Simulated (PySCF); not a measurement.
Computed shifts of a molecule C4H9N, PBE0/pcSseg-1 run with PySCF, GIAO, gas phase, equivalent atoms averaged, in ppm (number of nuclei): ¹³C: 160.1 (1), 120.5 (1), 56.2 (1), 24.4 (1). ¹⁵N: 41.0 (1). ¹H: 5.42 (1), 5.33 (1), 3.74 (1), 3.37 (1), 2.34 (3), 0.89 (1), 0.21 (1). References: ¹³C against TMS (σ = 186.3 ppm); ¹⁵N against NH3 (σ = 267.4 ppm); ¹H against TMS (σ = 31.56 ppm), references at their B3LYP-D3(BJ)/def2-TZVP geometries, non-relativistic. The structure is a stationary point at B3LYP-D3(BJ)/def2-SVP. The values are those of a single conformer.

Identify the compound among the candidates.
A) C=C(C)CN
B) CN=C(C)C
C) C=CCNC
D) C=C[C@H](C)N

A, C=C(C)CN
